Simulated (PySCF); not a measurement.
**MB cations for M along the fifth-period p block**

HF with double-zeta basis sets in PySCF, for the lowest determinant that a PBE0 search found; no spin–orbit coupling. De refers to high-spin ground-configuration atoms (the charge goes to the atom of lower measured ionisation energy or higher electron affinity, which is not always the lowest computed limit). A positive dipole points towards B; it is taken about the centre of mass and depends on that origin.

```
 M               basis  reference  charged atom  state (unpaired electrons)  Re (Å)  ωe (cm⁻¹)  De (eV)  μ (D)
In            def2-SVP        UHF           In+               doublet (σ ↑)   3.137        156     0.40   2.09
Sb  cc-pVDZ/cc-pVDZ-PP        UHF            B+         quartet (σ ↑, π ↑↑)   2.260        353     1.64   3.55
 I          x2c-SVPall        UHF            B+               doublet (σ ↑)   1.966        811     2.21   3.81
```

The shortest bond is that of BI⁺ (1.966 Å), the longest that of InB⁺ (3.137 Å). BI⁺ is bound most strongly (2.21 eV) and InB⁺ least (0.40 eV).

The rows differ in basis set, which adds steps of its own.

The state changes along the series, so neighbouring rows are not always alike in their bonding.

These are scalar-relativistic numbers at best; spin–orbit coupling would shift them, the dissociation energy most. For an ion De counts to the pair picked by the measured ionisation energies or electron affinities, which need not be the lowest pair at this level. Hartree–Fock leaves out correlation, which carries a large part of most bond energies and some tenths to 1 eV of ionisation energies. States were picked by a PBE0 search and need not be the measured ground states.
